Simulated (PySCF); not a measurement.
Species: `C=CC[C@@H]1C[SiH2]C(=C)CO1`. The columns A, B, C and D hold Mulliken, IAO, Hirshfeld and ESP-fitted charges (e) of one PBE0/pcSseg-1 density (PySCF), in a shuffled order. Coordinates in Å (GFN2-xTB); the density's dipole moment is (0.57, -0.28, -0.66) D.

```csv
atom,x,y,z,A,B,C,D
C1,-3.906,0.797,-0.475,-0.149,-0.562,-0.112,-0.329
C2,-2.807,0.697,0.249,-0.224,+0.088,-0.039,-0.127
C3,-1.966,-0.534,0.345,-0.124,-0.411,-0.073,-0.262
C4,-0.531,-0.271,-0.142,-0.042,+0.371,+0.049,+0.104
C5,0.254,-1.580,-0.274,-0.449,-0.410,-0.169,-0.556
Si6,2.065,-1.214,-0.729,+0.735,+0.462,+0.331,+0.744
C7,2.419,0.375,0.222,-0.580,-0.022,-0.094,-0.269
C8,3.581,0.697,0.771,-0.078,-0.472,-0.093,-0.294
C9,1.217,1.276,0.351,+0.157,-0.001,-0.002,-0.052
O10,0.059,0.610,0.795,-0.507,-0.364,-0.131,-0.402
H11,-4.288,-0.034,-1.046,+0.104,+0.210,+0.040,+0.139
H12,-4.479,1.708,-0.520,+0.114,+0.195,+0.043,+0.149
H13,-2.436,1.541,0.815,+0.111,+0.086,+0.041,+0.151
H14,-2.403,-1.342,-0.244,+0.116,+0.143,+0.044,+0.135
H15,-1.900,-0.850,1.389,+0.137,+0.148,+0.043,+0.151
H16,-0.573,0.226,-1.127,+0.112,+0.035,+0.027,+0.108
H17,-0.231,-2.212,-1.018,+0.137,+0.105,+0.041,+0.147
H18,0.202,-2.105,0.681,+0.143,+0.113,+0.039,+0.149
H19,2.168,-0.952,-2.173,-0.069,-0.132,-0.082,-0.128
H20,2.960,-2.301,-0.329,-0.088,-0.108,-0.075,-0.117
H21,3.724,1.614,1.324,+0.107,+0.188,+0.046,+0.142
H22,4.442,0.056,0.682,+0.109,+0.182,+0.045,+0.147
H23,1.021,1.752,-0.627,+0.113,+0.040,+0.034,+0.121
H24,1.397,2.063,1.090,+0.114,+0.118,+0.047,+0.150
```

Which column most likely holds the ESP-fitted charges?

B. Σ q r misses the density's dipole by 0.01 D (B), 0.27 D (C), 1.57 D (D), 2.81 D (A). Charges fitted to the outside potential are the only set here that is tied to the molecule's multipoles.

And the Hirshfeld charges?

C. The mean sizes are 0.073 e (C), 0.192 e (A), 0.207 e (B), 0.211 e (D), and Hirshfeld charges are commonly the smallest of these schemes.

As computed, A = Mulliken, B = ESP-fitted, C = Hirshfeld, D = IAO. Hydrogens on carbon: Mulliken +0.10 to +0.14, ESP-fitted +0.03 to +0.21, Hirshfeld +0.03 to +0.05, IAO +0.11 to +0.15 e.

The ESP scheme fits charges at the nuclei, held to the total charge, to the electrostatic potential on points at 1.4 to 2.0 times the van der Waals radii. The Hirshfeld scheme divides the density at each point in proportion to the densities of the neutral, spherically averaged free atoms.

The structure is a single GFN2-xTB conformer in the gas phase; no vibrational or solvent corrections.
